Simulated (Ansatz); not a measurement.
```xyz
6

O     1.1945   -0.8878    0.1443
Mo   -0.3909    0.0561   -0.0058
F    -1.4470   -0.6152   -1.3506
S    -1.4049   -0.0768    1.8207
S     0.0298    2.0699   -0.3909
H     2.0185   -0.5462   -0.2177
```

The species carries charge 0 and has multiplicity 1. Mo: def2 effective core potential.

Problem. List the PBE0/def2-TZVPP orbital energies in eV (the Gaussian-basis code of Ansatz). (Best estimate.)

Solution. The calculation gave: Occupied: -2422.94, -2422.79, -674.40, -524.29, -218.29, -218.14, -162.05, -162.04, -162.00, -161.89, -161.89, -161.85, -74.05, -46.80, -46.64, -46.45, -32.71, -28.72, -19.56, -19.22, -15.51, -13.86, -13.09, -13.01, -11.94, -11.16, -10.31, -10.08, -9.29, -8.97, -8.47, -7.59. Lowest empty: -3.38, -3.24, -1.93, -1.84, -1.70, -0.18, 1.03, 1.39.
